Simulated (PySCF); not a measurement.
AlI2, charge +1, singlet, geometry from GFN2-xTB (such geometries of metal compounds can be far from the true shape) (core potentials on I); R2SCAN/def2-SVP run with PySCF.

Input for PySCF:
```python
from pyscf import gto, scf, dft

mol = gto.M(
    atom='''
Al    0.00000000    0.00000000    0.00000000
I    -0.00000000   -0.00000000   -2.47377043
I     0.00000000    0.00000000    2.47377043
''',
    basis='def2-svp',
    ecp={'I': 'def2-svp'},
    charge=1,
    verbose=4,
)

mf = dft.RKS(mol)
mf.xc = 'r2scan'
mf.grids.level = 7
mf.kernel()
mf.analyze()
```

What the program printed (banner, timings and long lists left out):

```
PySCF version 2.14.0

[INPUT] verbose = 4
[INPUT] num. atoms = 3
[INPUT] num. electrons = 62
[INPUT] charge = 1
[INPUT] spin (= nelec alpha-beta = 2S) = 0
[INPUT] symmetry False subgroup None
[INPUT] Mole.unit = angstrom
[INPUT] Symbol           X                Y                Z      unit          X                Y                Z       unit  Magmom
[...]
nuclear repulsion = 205.893424601449
number of shells = 28
number of NR pGTOs = 158
number of NR cGTOs = 70
basis = def2-svp
ecp = {'I': 'def2-svp'}

******** <class 'pyscf.dft.rks.RKS'> ********
method = RKS
initial guess = minao
damping factor = 0
level_shift factor = 0
DIIS = <class 'pyscf.scf.diis.CDIIS'>
diis_start_cycle = 1
diis_space = 8
diis_damp = 0
SCF conv_tol = 1e-09
SCF conv_tol_grad = None
SCF max_cycles = 50
direct_scf = True
direct_scf_tol = 1e-13
XC library pyscf.dft.libxc version 7.1.2
    S. Lehtola, C. Steigemann, M. J. T. Oliveira, and M. A. L. Marques,  SoftwareX 7, 1–5 (2018)
XC functionals = r2scan
    J. W. Furness, A. D. Kaplan, J. Ning, J. P. Perdew, and J. Sun,  J. Phys. Chem. Lett. 11, 8208–8215 (2020)
    J. W. Furness, A. D. Kaplan, J. Ning, J. P. Perdew, and J. Sun,  J. Phys. Chem. Lett. 11, 9248–9248 (2020)
    J. W. Furness, A. D. Kaplan, J. Ning, J. P. Perdew, and J. Sun,  J. Phys. Chem. Lett. 11, 8208–8215 (2020)
    J. W. Furness, A. D. Kaplan, J. Ning, J. P. Perdew, and J. Sun,  J. Phys. Chem. Lett. 11, 9248–9248 (2020)
radial grids:
    Treutler-Ahlrichs [JCP 102, 346 (1995); DOI:10.1063/1.469408] (M4) radial grids

becke partition: Becke, JCP 88, 2547 (1988); DOI:10.1063/1.454033
pruning grids: <function nwchem_prune>
grids dens level: 7
symmetrized grids: False
atomic radii adjust function: <function treutler_atomic_radii_adjust>
small_rho_cutoff = 0
Set gradient conv threshold to 3.16228e-05
Initial guess from minao.
tot grids = 265864
init E= -775.659691317236
[...]
cycle= 1 E= -834.64777504732  delta_E=  -59  |g|= 4.29  |ddm|= 12.3
[...]
cycle= 2 E= -831.696101174646  delta_E= 2.95  |g|=  4.6  |ddm|= 11.8
[...]
cycle= 3 E= -836.925241090755  delta_E= -5.23  |g|= 1.25  |ddm|= 6.98
[...]
cycle= 4 E= -837.388161987875  delta_E= -0.463  |g|= 0.976  |ddm|=  3.4
[...]
cycle= 5 E= -837.760426063645  delta_E= -0.372  |g|= 0.144  |ddm|= 1.24
[...]
cycle= 6 E= -837.767677300582  delta_E= -0.00725  |g|= 0.025  |ddm|= 0.225
[...]
cycle= 7 E= -837.767909986623  delta_E= -0.000233  |g|= 0.00435  |ddm|= 0.0376
[...]
cycle= 8 E= -837.767917891691  delta_E= -7.91e-06  |g|= 0.000238  |ddm|= 0.00812
[...]
cycle= 9 E= -837.76791791711  delta_E= -2.54e-08  |g|= 1.95e-05  |ddm|= 0.000461
[...]
cycle= 10 E= -837.767917917267  delta_E= -1.57e-10  |g|= 6.78e-06  |ddm|= 5.51e-05
[...]
Extra cycle  E= -837.767917917192  delta_E= 7.55e-11  |g|= 1.46e-05  |ddm|= 3.6e-05
converged SCF energy = -837.767917917192
**** SCF Summaries ****
Total Energy =                        -837.767917917191653
Nuclear Repulsion Energy =             205.893424601449368
One-electron Energy =                -1770.339901357720919
Two-electron Energy =                  726.678558839079983
Two-electron Coulomb Energy =          789.734722904936916
DFT Exchange-Correlation Energy =      -63.056164065856926
HOMO-LUMO gap [eV] =                     3.210217581462809
**** MO energy ****
[...]
WARN: System has nonzero charge 1; the dipole moment is origin-dependent.
Location of origin: [0. 0. 0.]

Dipole moment(X, Y, Z, Debye):  0.00000,  0.00000, -0.00000
```
